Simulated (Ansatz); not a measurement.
Li₂Br₂. The state is a singlet with charge 0. Geometry PBE0-D4/def2-TZVP; atoms count from 1.

```tsv
atom	x (Å)	y (Å)	z (Å)
Li1	-0.520	1.200	0.281
Li2	0.520	-1.200	-0.281
Br3	-0.284	-0.551	1.828
Br4	0.284	0.551	-1.828
```

The structure comes from a short search, and lower isomers may exist.

Estimate the Mulliken populations from the PBE0/def2-TZVP orbitals of Ansatz.


```json
{"atom": "Li1", "charge (e)": "0.73"}
{"atom": "Li2", "charge (e)": "0.73"}
{"atom": "Br3", "charge (e)": "-0.73"}
{"atom": "Br4", "charge (e)": "-0.73"}
```
Mulliken values depend strongly on the basis.
